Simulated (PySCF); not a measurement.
# What a mistake does to a calculation on FH4OSi2

These are calculations, not measurements. They come from PySCF 2.14.0, an open-source quantum chemistry program, on an isolated molecule that a program drew, which may never have been made. The molecule is FH4OSi2 (charge 0, doublet), drawn as the SMILES string `F[SiH2]O[SiH2]`.

Each row is a Hartree-Fock (HF) and frozen-core CCSD(T) single point in the cc-pV(D+d)Z basis, meant for a local HF minimum. Run 1 is clean. Each other run has one planted mistake out of seven kinds, and not every kind appears here: one electron removed, one electron added, multiplicity raised by two, geometry at a saddle point, minimal basis STO-3G, one bond length entered in bohr, all coordinates scaled. The reference is restricted for singlets and unrestricted otherwise, and also for a bond in bohr. Adding or removing an electron swaps singlet and doublet. Electrons count all cores. HOMO and LUMO are orbital energies over both spins, the gradient is its largest component, and the lowest frequency (negative if imaginary) is given only where the gradient is small. Bond lengths are over the 7 bonds as drawn. T1 is the CCSD diagnostic: over 0.02 (restricted) or 0.045 (unrestricted) a single reference is doubtful.

Geometry of the clean run:
```xyz
8
FH4OSi2, angstrom
F    -0.1446    3.6375   -1.1421
Si    1.3120    4.0606   -1.6854
O     2.0888    2.7288   -2.1834
Si    2.1852    1.1208   -2.5592
H     2.0333    4.6797   -0.5692
H     1.1041    4.9805   -2.8087
H     1.9110    0.3067   -1.3522
H     3.5491    0.8511   -3.0661
```

| run | electrons | basis functions | <S^2> | HOMO (eV) | LUMO (eV) | gradient (hartree/bohr) | lowest frequency (cm^-1) | mean bond (Å) | longest bond (Å) | T1 | HF (hartree) | CCSD(T) (hartree) | mistake |
|---|---|---|---|---|---|---|---|---|---|---|---|---|---|
| 1 | 49 | 94 | 0.753 | -9.18 | 1.57 | 2.8e-06 | 29 | 1.5399 | 1.654 | 0.0137 | -754.61922 | -755.21347 | no fault |
| 2 | 50 | 94 | 0.000 | -0.22 | 8.44 | 8.0e-02 | - | 1.5399 | 1.654 | 0.0135 | -754.59210 | -755.21709 | one electron added |
| 3 | 49 | 94 | 1.548 | -9.27 | 1.46 | 1.1e-02 | - | 1.7263 | 2.771 | 0.0450 | -754.49890 | -755.08638 | one bond length entered in bohr |
| 4 | 49 | 32 | 0.752 | -5.79 | 6.38 | 2.0e-02 | - | 1.5399 | 1.654 | 0.0158 | -745.41536 | -745.57060 | minimal basis STO-3G |
| 5 | 49 | 94 | 0.753 | -8.86 | 1.94 | 1.1e-01 | - | 1.4214 | 1.527 | 0.0117 | -754.55670 | -755.14020 | all coordinates scaled |
| 6 | 48 | 94 | 0.000 | -17.11 | -7.37 | 9.1e-02 | - | 1.5399 | 1.654 | 0.0197 | -754.31450 | -754.91111 | ? |

**Which mistake was planted in run 6, and what did it cost?**

It counts 48 electrons, one fewer than the clean run, at the same geometry and basis. So the mistake is: one electron removed. Subtracting run 1 and multiplying by 627.51 kcal/mol a hartree, the energy moved by 191.2 kcal/mol in HF and 189.7 kcal/mol in CCSD(T).

Cautions from the logs. Run 3: T1 is over the limit, so its CCSD(T) energy is less reliable.
